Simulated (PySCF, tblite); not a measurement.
Isomers of C5H8FO (doublet state). Computed values, GFN2-xTB/tblite, gas phase, harmonic and unscaled. Errors from tens to a few hundred cm⁻¹ against measured bands are possible. One conformer each. Open shells enter through the occupations alone, without spin polarisation, and single modes of such species can be off by tens of per cent.

Electronic energies: B3LYP/pcH-1 single points on the GFN2-xTB geometries (PySCF, gas phase).

```
              SMILES  electronic energy, lowest = 0 (kcal/mol)
      C[CH]C1(F)COC1                                      22.2
C[C@@H](O)/C=C\[CH]F                                       0.0
 C[C@@H](O)/[C]=C\CF                                      24.9
```

Q: How do GFN2-xTB zero-point energies change the relative energies?

A: 
| SMILES | ZPE (kcal/mol) | of it from modes above 1550 cm⁻¹ | electronic (kcal/mol) | with ZPE, lowest = 0 (kcal/mol) | lowest mode (cm⁻¹) | rings |
| --- | --- | --- | --- | --- | --- | --- |
| C[C@@H](O)/C=C\[CH]F | 73.6 | 35.5 | 0.0 | 0.0 | 82 | 0 |
| C[CH]C1(F)COC1 | 73.5 | 34.1 | 22.2 | 22.1 | 16 | 1 |
| C[C@@H](O)/[C]=C\CF | 73.3 | 37.5 | 24.9 | 24.6 | 35 | 0 |

The zero-point energies span 0.3 kcal/mol, from `C[C@@H](O)/[C]=C\CF` to `C[C@@H](O)/C=C\[CH]F`. The order is unchanged.

Q: And how do the electronic energies of GFN2-xTB itself compare?

A: `C[C@@H](O)/C=C\[CH]F` 0.0; `C[CH]C1(F)COC1` 8.9; `C[C@@H](O)/[C]=C\CF` 25.4 kcal/mol, lowest = 0. Against the energies above, taken from the same isomer `C[C@@H](O)/C=C\[CH]F`, the largest difference is 13.3 kcal/mol.
